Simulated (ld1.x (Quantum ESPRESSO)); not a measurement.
Before and after: TM potential for tantalum (Ta)

Ta (Z = 73), norm-conserving Troullier–Martins (Kleinman–Bylander form), made with ld1.x (Quantum ESPRESSO) 7.5 (LDA (PZ), scalar-relativistic). Core [Kr] 4d10 4f14, reference 5s2 5p6 5d3 6s2 6p0. Waves: 5s (bound): rc 1.75 bohr; 5d (bound): rc 2.75 bohr; 5p (bound): rc 2.10 bohr. Local part: the p channel. Core correction: none.

Occupied shells without a wave of their own: 6s. They enter only through the test configuration that unscreens the potential.

Change: wave 5d (bound): rc 2.75 bohr becomes 5d (bound): rc 4.14 bohr.

Cutoffs: the cutoffs (Ry, on a coarse ladder) from which the occupation-weighted sum of valence levels, in a spherical-Bessel basis at the reference potential, stays within 10 and 1 mRy of its value at 400 Ry; they do not see the model core or the augmentation charge, which bear on the density cutoff. Errors are all-electron minus pseudo energies relative to the spin-unpolarised reference configuration.

**Question.** How do hardness, ghosts and transferability respond?

**Answer.** The potential gets neither clearly harder nor softer (50 Ry and 70 Ry → 50 Ry and 70 Ry); a bound ghost appears in d, which as a rule spoils a file; of the 9 tests that both files solve, the error grows in 4 and shrinks in 2 by more than 15 % and 0.3 meV (median size 110.3 → 205.0 meV).

| quantity | base | changed |
| --- | --- | --- |
| cutoff, loose | 50 Ry | 50 Ry |
| cutoff, tight | 70 Ry | 70 Ry |
| loose cutoff by channel (10 mRy a level) | s 30 Ry, d 18 Ry, p 18 Ry | s 30 Ry, d 12 Ry, p 18 Ry |
| bound ghosts | none | d |
| largest miss of a reference level, eV | 0.07 | 0.07 |
| error for 5s2 5p6 5d3 6s1 6p0, meV [ΔE 8.70 eV] | -87 | -96 |
| error for 5s2 5p6 5d3 6s0 6p0, meV [ΔE 24.01 eV] | -200 | -264 |
| error for 5s2 5p6 5d2 6s0 6p0, meV [ΔE 47.94 eV] | -248 | -233 |
| error for 5s2 5p6 5d4 6s0 6p0, meV [ΔE 10.17 eV] | -156 | -84 |
| error for 5s2 5p5 5d3 6s2 6p0, meV [ΔE 45.19 eV] | -191 | -502 |
| error for 5s2 5p6 5d3.5 6s1.5 6p0, meV [ΔE 0.98 eV] | -36 | -22 |
| error for 5s2 5p6 5d3 6s1 6p1, meV [ΔE 4.26 eV] | +82 | +79 |
| error for 5s2 5p6 5d3 6s2 6p0 (spin-polarised), meV [ΔE -1.05 eV] | +110 | +205 |
| error for 5s2 5p6 5d3 6s1 6p0 (spin-polarised), meV [ΔE 6.73 eV] | +70 | +232 |

Base: The 6s level has no wave, so the channel is fitted at the deeper level alone: the likely source of the large errors. Changed file: The 6s level has no wave, so the channel is fitted at the deeper level alone: the likely source of the large errors. A true bound ghost makes a file unfit for plane-wave use even where its test errors are small: the radial tests pick states by their node count and pass the ghost by.
